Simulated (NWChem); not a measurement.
**Setting up GaHCl (SMILES [Cl][GaH]) in NWChem**

GaHCl: 3 atoms, total charge 0, spin state doublet. As SMILES, `[Cl][GaH]`. The coordinates come from a PBE0-D4/def2-TZVP relaxation.

```xyz
3

Cl    1.5307   -0.1913    0.8057
Ga   -0.3311   -0.5835   -0.2328
H    -1.2105    0.7100   -0.5863
```

Settings wanted:

* task: excited
* method: TDA
* functional: B97-GGA1
* basis set: 6-311G*
* integral approximation: weigend coulomb fitting
* reference: UKS
* solvent model: COSMO
* solvent: pyridine
* dielectric constant: 12.978
* integration grid: fine
* SCF convergence threshold: 1e-08
* iteration cap: 150
* symmetry: none
* number of roots: 2
* module: tddft
* d and f functions: spherical

Problem. Give an NWChem 7.3.0 job that does this.

Solution. One that was run (others would do as well):

clgah.nw:
```
start clgah
title "ClGaH"
memory total 2200 mb

geometry units angstroms noautosym nocenter noautoz
   Cl    1.530700   -0.191300    0.805700
   Ga   -0.331100   -0.583500   -0.232800
   H    -1.210500    0.710000   -0.586300
end

basis spherical bse
   * library 6-311G*
end

basis "cd basis" spherical
   * library "weigend coulomb fitting"
end

cosmo
   dielec 12.978
end

dft
   xc becke97gga1
   mult 2
   grid fine
   convergence energy 1e-08
   maxiter 150
   mulliken
   print medium
end

tddft
   cis
   nroots 2
end

task tddft energy
```

```bash
$ nwchem clgah.nw > clgah.out
```

Calculated total energy, solvent included: -2387.07360 Eh.
